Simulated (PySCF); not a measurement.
**Electron correlation in Si (silicon, neutral)**

[Ne] 3s2 3p2, high-spin 3P determinant. Computed with PySCF 2.14 in pcseg-2 (5s4p2d1f, 34 functions), with the non-relativistic Hamiltonian (point nucleus). Frozen: [Ne]; 4 electrons correlated.

MP2 pair energies summed by pair of shells (mhartree):

```csv
pair,energy,share (%)
3s-3p,-29.39,59.3
3s-3s,-15.97,32.2
3p-3p,-4.18,8.4
```

Total MP2 correlation energy: -49.53 mhartree.

Same-spin part -7.68 and opposite-spin part -41.85 mhartree; SCS-MP2 scales them by 1/3 and 6/5 to -52.78 mhartree.

```tsv
level	correlation energy (mhartree)
CCSD	-65.47
(T)	-1.65
CCSD(T)	-67.12
```

Diagnostics: T1 = 0.011, D1 = 0.0222, largest double amplitude 0.094.

Problem. Is a single reference adequate?

Solution. Mostly. T1 lies below 0.03, but a double amplitude of this size points to a near-degeneracy that CCSD handles and MP2 describes poorly.
